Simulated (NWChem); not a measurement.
Molecule: C2H4N, doublet; SMILES [CH]=NC

```xyz
7

C      0.0492     1.3289     0.0000
N     -0.4715     0.2270     0.0000
C      0.0940    -1.0965     0.0000
H      1.1159     1.6463     0.0000
H     -0.2642    -1.6451     0.8843
H     -0.2642    -1.6451    -0.8843
H      1.1997    -1.0953     0.0000
```
Atoms are numbered in this order, from 1.

Level: PBE0/def2-SVP, spin-unrestricted (NWChem), optimised geometry, unscaled harmonic frequencies. In the optimisation the excess spin sits in a' (Cs, its own frame).

```json
[
 {"frequency (cm⁻¹)": "176", "IR intensity (km/mol)": "12.2"},
 {"frequency (cm⁻¹)": "324", "IR intensity (km/mol)": "10.7"},
 {"frequency (cm⁻¹)": "714", "IR intensity (km/mol)": "20.2"},
 {"frequency (cm⁻¹)": "961", "IR intensity (km/mol)": "58.6"},
 {"frequency (cm⁻¹)": "1012", "IR intensity (km/mol)": "65.2"},
 {"frequency (cm⁻¹)": "1108", "IR intensity (km/mol)": "8.8"},
 {"frequency (cm⁻¹)": "1115", "IR intensity (km/mol)": "0.2"},
 {"frequency (cm⁻¹)": "1412", "IR intensity (km/mol)": "2.6"},
 {"frequency (cm⁻¹)": "1455", "IR intensity (km/mol)": "6.7"},
 {"frequency (cm⁻¹)": "1462", "IR intensity (km/mol)": "26.0"},
 {"frequency (cm⁻¹)": "1978", "IR intensity (km/mol)": "44.4"},
 {"frequency (cm⁻¹)": "2964", "IR intensity (km/mol)": "57.1"},
 {"frequency (cm⁻¹)": "3022", "IR intensity (km/mol)": "46.7"},
 {"frequency (cm⁻¹)": "3131", "IR intensity (km/mol)": "15.7"},
 {"frequency (cm⁻¹)": "3155", "IR intensity (km/mol)": "6.5"}
]
```

| Quantity | Value |
|---|---|
| zero-point energy | 34.3 kcal/mol |
| thermal correction to the enthalpy at 298.15 K (with zero-point energy) | 37.4 kcal/mol |
| heat capacity Cv | 11.9 cal/(mol K) |
| entropy at 298.15 K and 1 atm (symmetry number 1, electronic part: spin degeneracy alone) | 64.1 cal/(mol K) |
| dipole moment | 2.19 D |

Rigid rotor and harmonic oscillator.
